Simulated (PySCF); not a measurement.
# One molecule, several mistakes: B2GeH6Si

All numbers below are calculated, not measured. The program is PySCF 2.14.0, an open-source quantum chemistry code, run on an isolated molecule that a program drew, which may never have been made. The molecule is B2GeH6Si (charge 0, singlet), drawn as the SMILES string `B[Si][BH][GeH3]`.

Each row is a Hartree-Fock (HF) and frozen-core CCSD(T) single point in the cc-pV(D+d)Z basis, meant for a local HF minimum. Run 1 is clean. Each other run has one planted mistake out of seven kinds, and not every kind appears here: one electron removed, one electron added, multiplicity raised by two, geometry at a saddle point, minimal basis STO-3G, one bond length entered in bohr, all coordinates scaled. The reference is restricted for singlets and unrestricted otherwise, and also for a bond in bohr. Adding or removing an electron swaps singlet and doublet. Electrons count all cores. HOMO and LUMO are orbital energies over both spins, the gradient is its largest component, and the lowest frequency (negative if imaginary) is given only where the gradient is small. Bond lengths are over the 9 bonds as drawn. T1 is the CCSD diagnostic: over 0.02 (restricted) or 0.045 (unrestricted) a single reference is doubtful. Germanium has the cc-pVDZ-PP basis, with a core potential (ECP10MDF) in place of its 10 inner electrons, and its 3s, 3p and 3d shells are frozen in CCSD(T).

Geometry of the clean run:
```xyz
10
B2GeH6Si, angstrom
B    -2.0633    2.2958   -0.2591
Si   -2.9536    1.1393    1.0855
B    -2.1299   -0.5334    0.4733
Ge   -0.3330   -1.2296    1.2965
H    -1.0028    2.8117   -0.0327
H    -2.6197    2.5636   -1.2896
H    -2.6677   -1.2510   -0.3254
H    -0.5566   -2.5707    2.0100
H     0.2881   -0.2578    2.3118
H     0.6907   -1.4461    0.1720
```

```
run,electrons,basis functions,<S^2>,HOMO (eV),LUMO (eV),gradient (hartree/bohr),lowest frequency (cm^-1),mean bond (Å),longest bond (Å),T1,HF (hartree),CCSD(T) (hartree),mistake
1,62,104,0.000,-8.77,0.66,2.3e-05,71,1.5837,2.096,0.0253,-635.06508,-635.49914,no fault
2,62,104,2.036,-7.49,-0.67,3.1e-02,-,1.5837,2.096,0.0231,-635.02380,-635.42943,multiplicity raised by two
3,61,104,0.780,-15.45,-6.68,4.0e-02,-,1.5837,2.096,0.0280,-634.78407,-635.18033,?
4,62,104,1.074,-8.33,0.38,8.7e-03,-,1.7799,3.750,0.0417,-634.98120,-635.38250,?
```

**Which mistake was planted in run 3, and what did it cost?**

It counts 61 electrons, one fewer than the clean run, at the same geometry and basis. So the mistake is: one electron removed. Subtracting run 1 and multiplying by 627.51 kcal/mol a hartree, the energy moved by 176.3 kcal/mol in HF and 200.1 kcal/mol in CCSD(T).

**Which mistake was planted in run 4, and what did it cost?**

The mean bond changes by a factor of 1.124 and the longest by 1.789, so the molecule wasn't scaled as a whole. A length L in bohr read as angstrom grows by (1/0.5292 - 1) L = 0.890 L. The 9 bonds together grew by 9 x 0.1962 = 1.766 Å, which gives L = 1.985 Å. That is bond B1-Si2, 1.984 Å in the clean geometry. So the mistake is: one bond length entered in bohr. Subtracting run 1 and multiplying by 627.51 kcal/mol a hartree, the energy moved by 52.6 kcal/mol in HF and 73.2 kcal/mol in CCSD(T).

Cautions from the logs. Run 1: T1 is over the limit, so its CCSD(T) energy is less reliable.
